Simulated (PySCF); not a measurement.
**Ni: excitation energy**

Ni [Ar] 3d8 4s2 (3F) → Ni [Ar] 3d8 4s1 4p1 (high-spin determinant), as a difference of total energies. Calculation: PySCF 2.14, in dyall-av2z; the non-relativistic Hamiltonian (point nucleus). Correlated levels: valence: [Ar] frozen; virtual orbitals above 40 to 60 times the deepest correlated orbital energy dropped. The calculations carry no spin-orbit coupling.

```csv
method,excitation energy (cm⁻¹)
UHF,16387
LDA,28926
PBE,27086
PBE0,25043
r2SCAN,24589
MN15,28520
PBEsol,26798
BP86,27486
r2SCAN0,23724
MP2 (valence),23947
SCS-MP2 (valence),25471
```

A first-order spin-orbit estimate (lowest level to lowest level, LS coupling) adds 0.017 eV.

The determinant of the upper state mixes LS terms, which raises its energy above the lowest term, most at the Hartree-Fock and MP2 levels.
